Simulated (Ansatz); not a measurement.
Total energies of GaH2(NH2) (GaNH₄) from Ansatz at PBE0-D4/def2-TZVP, gas phase (1 Eh = 27.2114 eV = 2625.5 kJ/mol). The reference geometry is relaxed at r2SCAN-D4/def2-TZVP.

| state | geometry | energy (Eh) |
| --- | --- | --- |
| charge 0 singlet | reference | -1981.71941 |
| charge 1 doublet | reference | -1981.36205 |
| free Ga atom (doublet) | – | -1924.55212 |
| free H atom (doublet) | – | -0.50104 |
| free N atom (quartet) | – | -54.54382 |

**Question.** Work out the vertical ionisation energy to the doublet.

**Answer.** E(charge 1 doublet) − E(charge 0 singlet) = -1981.36205 − (-1981.71941) = 0.35736 Eh = 9.72 eV. For comparison, −ε of the highest occupied level is 7.38 eV at this level, 2.34 eV less.

**Question.** What is the binding energy per atom against free atoms?

**Answer.** Atoms: 1 × (-1924.55212) + 4 × (-0.50104) + 1 × (-54.54382) = -1981.10010 Eh. Binding: -1981.10010 − (-1981.71941) = 0.61931 Eh = 16.85 eV, or 2.81 eV for each of 6 atoms (no zero-point energy, no counterpoise term).
